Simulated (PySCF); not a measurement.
Species: C₃H₅F₃S.
Numbering: `[CH3:1][CH2:2][S:3][C:4]([F:5])([F:6])[F:7]` (hydrogens: H8, H9, H10 on C1; H11, H12 on C2)

Geometry (GFN2-xTB, Å), atoms numbered from 1 in this order:
```xyz
12
C3H5F3S angstrom
C      1.960    0.009    0.429
C      0.541   -0.358    0.046
S     -0.515    1.148    0.112
C     -2.070    0.349   -0.386
F     -1.975   -0.219   -1.594
F     -3.060    1.229   -0.431
F     -2.426   -0.624    0.460
H      1.991    0.416    1.436
H      2.586   -0.879    0.389
H      2.361    0.751   -0.257
H      0.493   -0.741   -0.973
H      0.117   -1.081    0.742
```

The calculation used PySCF 2.14.0, density-fitted response routines, TDDFT CAM-B3LYP/def2-SVPD, vertical, gas phase, core orbitals frozen in the response.

Computed states:

```
state  E (eV)       f
   S1    5.50  0.0001
   S2    7.22   0.044
   S3    7.44  0.0061
   S4    8.09   0.043
   S5    8.18  0.0090
   S6    8.26   0.026
   S7    8.34   0.038
   S8    9.01   0.129
```

Broadening: Gaussians 0.5 eV wide at half height, area fixed by f = 4.319×10⁻⁹ ∫ε dν̃. The width is an assumption, not a result. The curve ends short of the highest state used, and states not computed would add to its high-energy end.

**Question.** What does the envelope look like, and where are its maxima?

**Answer.** 
(E (eV), ε (L mol⁻¹ cm⁻¹)): (4.75, 0), (4.87, 0), (5.00, 0), (5.13, 1), (5.25, 3), (5.38, 6), (5.50, 6), (5.63, 5), (5.76, 3), (5.88, 1), (6.01, 0), (6.14, 0), (6.26, 0), (6.39, 1), (6.51, 9), (6.64, 60), (6.77, 262), (6.89, 740), (7.02, 1601), (7.15, 2409), (7.27, 2567), (7.40, 1994), (7.52, 1247), (7.65, 825), (7.78, 1211), (7.90, 2372), (8.03, 4109), (8.15, 5330), (8.28, 5392), (8.41, 4187)

Maxima: 226 nm (5.50 eV), ε about 6.5, made up of S1 (100%); 171 nm (7.24 eV), ε about 2600, made up of S2 (92%); 151 nm (8.22 eV), ε about 5600, made up of S4 (35%), S6 (25%) and S7 (32%) (ε in L mol⁻¹ cm⁻¹; maxima over ε = 5, shares over 10%).

**Question.** Coming from long wavelengths, where does ε first pass 100 L mol⁻¹ cm⁻¹?

**Answer.** At about 186 nm (6.68 eV), 1.19 eV above S1.

**Question.** On this curve, what absorbance would a 10⁻⁴ mol/L sample give at 193 nm over a 1 cm path?

**Answer.** 193 nm is 6.424 eV, where ε is about 2.2 L mol⁻¹ cm⁻¹, so A = ε c l ≈ 0.00022 (Beer–Lambert, with the gas-phase spectrum and the assumed width).

**Question.** What would ε be at 8.22 eV, the highest of these maxima, with half the width (0.25 eV)?

**Answer.** About 7970 L mol⁻¹ cm⁻¹ against 5550, a factor of about 1.4; a lone state at its own centre would give exactly 2.

Hardware: one thread, Arm Neoverse V2, on a shared host. Cost: 26 s.

One conformer stands for the species.
